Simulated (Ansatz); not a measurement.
C4H5B, SMILES `BC=C=C=C`, relaxed with RKS PBE-D4/def2-SVP in Ansatz 0.2.0 from a rough embedded geometry. The force threshold is 0.03 eV/Å; the program also tests the step.

Total charge 0; spin multiplicity 1.

Start:

```xyz
10

B    -1.932   -0.851    0.966
C    -0.702    0.048    1.181
C     0.176    0.221    0.229
C     1.151    0.417   -0.631
C     1.983    0.574   -1.589
H    -2.099   -1.342   -0.160
H    -2.736   -0.986    1.767
H    -0.530    0.523    2.154
H     1.851    0.172   -2.543
H     2.840    1.226   -1.374
```

```tsv
step	energy (eV)	largest force (eV/Å)	largest move (Å)
1	-4891.9484	4.691	0.000
2	-4891.9669	1.855	0.194
3	-4892.3183	0.293	0.200
4	-4892.3223	0.260	0.027
5 (rejected)	-4892.2987	0.240	0.200
6	-4892.3308	0.046	0.056
7	-4892.3315	0.010	0.018
```

End:

```xyz
10

B    -1.953   -0.839    0.933
C    -0.716    0.039    1.217
C     0.222    0.248    0.276
C     1.094    0.425   -0.641
C     2.002    0.606   -1.598
H    -2.088   -1.351   -0.162
H    -2.789   -1.020    1.799
H    -0.560    0.523    2.202
H     1.886    0.142   -2.594
H     2.901    1.226   -1.433
```

It took 9 s on 2 threads of an Arm Neoverse V2 on a shared host, with 0.12 GiB of host memory at the peak.
